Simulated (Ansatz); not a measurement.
Spectroscopic constants of GeSb, multiplicity 4 (an upper state: multiplicity 2 came lower at CCSD(T)/def2-TZVPP on PBE0 minima). No spin–orbit coupling. Ge is treated without relativity.

Seven points along R, fitted to fifth degree in 1/R; most abundant isotopes. In def2 and cc sets the state is the lowest found near the PBE0 minimum, followed along R.

Run with Ansatz (Gaussian orbitals). Each number belongs to the level named beside it. In def2 rows elements past Kr take small-core potentials, without spin–orbit coupling.

```
level               r_e (Å)  ω_e (cm⁻¹)  ω_e x_e (cm⁻¹)  dipole (D)
------------------  -------  ----------  --------------  ----------
PBE/def2-TZVPP        2.751         ___            0.44        0.18
PBE0/def2-TZVPP       2.720         200            0.45        0.04
wB97X-V/def2-TZVPP      ___         ___            0.42        0.16
```

Q: Fill in the missing entries.

A: 
- wB97X-V/def2-TZVPP, r_e (Å): 2.700
- wB97X-V/def2-TZVPP, ω_e (cm⁻¹): 206
- PBE/def2-TZVPP, ω_e (cm⁻¹): 191

Ansatz is a first-principles code.
